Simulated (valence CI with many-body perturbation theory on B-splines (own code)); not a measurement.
**Sensitivity of CI+MBPT for Er³⁶⁺**

Calculated by valence CI with perturbative core correlation (CI+MBPT): four valence electrons over a frozen Dirac-Fock core [Ar] 3d10, a basis of 6 s, 6 p, 5 d, 3 f, 1 g functions for each j, with the one-electron correlation potential Σ1, the two-electron term Σ2, the three-electron term Σ3, Breit, model QED; selected CI, second order for the rest, scaled by the run's own slope (own B-spline code, finite nucleus).

No measured spectrum was set against this ion. As an estimate, large intervals hold to a few tenths of a per cent, small ones and those within an open d or f shell to about a per cent.

The reference run has the lowest level (4s^2 4p1/2^2) J=0 and an ionisation energy of 1626.54 eV. Its largest variational space holds 9995 state functions.

Levels are named by their leading jj configuration (3d3/2^4 stands for four electrons in 3d with j = 3/2), which in mixed levels can hold well under half, so a name can repeat and another be missing. Letters in brackets count levels of one name in rising energy.

Changed runs:
A. scale of Σ1 1 → 0.9
B. size limit of the variational space 10000 → 1500; highest l in the core sums 6 → 5; second order for the rest on → off
C. averaging of valence orbitals over low configurations on → off
D. Davidson iteration limit 60 → 1 (bad on purpose)

Excitation energies of the reference run in cm⁻¹, and shifts in cm⁻¹:

```
                     Level  Reference      A       B         C         D
    (4s^2 4p1/2 4p3/2) J=1     458031   -164    +265      +2.9      +250
    (4s^2 4p1/2 4p3/2) J=2     488479   -165    +493      +1.1      +482
        (4s^2 4p3/2^2) J=2     969415   -330    +438      +3.3      +513
        (4s^2 4p3/2^2) J=0    1036030   -331     +43      +1.8      +3.8
    (4s 4p1/2^2 4p3/2) J=2    1112490    -98    +753      +6.2      +293
    (4s 4p1/2^2 4p3/2) J=1    1216820    -99    +563      +3.9      +218
    (4s^2 4p1/2 4d3/2) J=2    1520600    -38    +755      +0.4      +384
(4s 4p1/2 4p3/2^2) J=2 [a]    1531060   -224    +578      +8.2      +240
    (4s 4p1/2 4p3/2^2) J=3    1589510   -230    +620      +6.4      +261
    (4s^2 4p1/2 4d3/2) J=1    1639300    -76    +553      -1.1      +302
    (4s 4p1/2 4p3/2^2) J=0    1660350   -258     +84      +6.5       +15
    (4s^2 4p1/2 4d5/2) J=2    1706400   -164    +822      +0.8      +359
    Ionisation energy (eV)    1626.54  -0.17  +0.012  +0.00049  -0.00024
```

Run D: The Davidson iterations stopped at their limit.
